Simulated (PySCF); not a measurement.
Species: C5H6NO (charge -1).
Atom-mapped SMILES: `[CH3:1][C@@:2]1([C:3]#[N:4])[CH2:5][C@H:6]1[O-:7]` (hydrogens: H8, H9, H10 on C1; H11, H12 on C5; H13 on C6)

Structure optimised with GFN2-xTB, isolated species.

(1) What internal coordinates does the optimisation give?

Results:

(1) 
```json
{"bond": "C1–C2", "length (Å)": "1.508"}
{"bond": "C2–C3", "length (Å)": "1.382"}
{"bond": "C3≡N4", "length (Å)": "1.162"}
{"bond": "C2–C5", "length (Å)": "1.522"}
{"bond": "C5–C6", "length (Å)": "1.505"}
{"bond": "C6–O7", "length (Å)": "1.265"}
{"bond": "C2–C6", "length (Å)": "1.675"}
{"bond": "C1–H8, C1–H9, C1–H10", "length (Å)": "1.093"}
{"bond": "C5–H11", "length (Å)": "1.084"}
{"bond": "C5–H12", "length (Å)": "1.086"}
{"bond": "C6–H13", "length (Å)": "1.115"}
```

Bonds in one row agree within 0.01 Å and their mean is given. A selection of angles:
```json
{"angle": "C2–C1–H8", "degrees": "110.8"}
{"angle": "C2–C1–H9", "degrees": "107.2"}
{"angle": "H8–C1–H9", "degrees": "108.9"}
{"angle": "C1–C2–C3", "degrees": "118.3"}
{"angle": "C1–C2–C5", "degrees": "117.6"}
{"angle": "C1–C2–C6", "degrees": "113.0"}
{"angle": "C3–C2–C5", "degrees": "119.1"}
{"angle": "C3–C2–C6", "degrees": "117.6"}
{"angle": "C5–C2–C6", "degrees": "55.9"}
{"angle": "C2–C3–N4", "degrees": "177.5"}
{"angle": "C2–C5–C6", "degrees": "67.2"}
{"angle": "C2–C5–H11", "degrees": "114.9"}
{"angle": "C2–C5–H12", "degrees": "116.4"}
{"angle": "C6–C5–H11", "degrees": "117.8"}
{"angle": "C6–C5–H12", "degrees": "118.9"}
{"angle": "H11–C5–H12", "degrees": "113.7"}
{"angle": "C5–C6–O7", "degrees": "125.6"}
{"angle": "C5–C6–H13", "degrees": "111.8"}
{"angle": "O7–C6–H13", "degrees": "119.0"}
{"angle": "C2–C6–C5", "degrees": "56.9"}
{"angle": "C2–C6–O7", "degrees": "119.5"}
{"angle": "C2–C6–H13", "degrees": "107.4"}
```

Dihedral angles: C1–C2–C5–C6 100° (anticlinal); C2–C5–C6–O7 -105° (anticlinal); C1–C2–C6–C5 -109° (anticlinal).

Of the pairs four or more bonds apart, O7···H9 is among the closest relative to their van der Waals radii: 2.29 Å, 84 % of the sum of Bondi's values. The 5 C–C bonds span 1.382 Å (C2–C3, drawn single) to 1.675 Å (C2–C6, drawn single), a spread of 0.293 Å. The 3-membered ring C2–C5–C6 has internal angles of 55.9° to 67.2°.

Point group: C1 (no symmetry element, even within 0.4 Å). GFN2-xTB frequencies: not computed here.
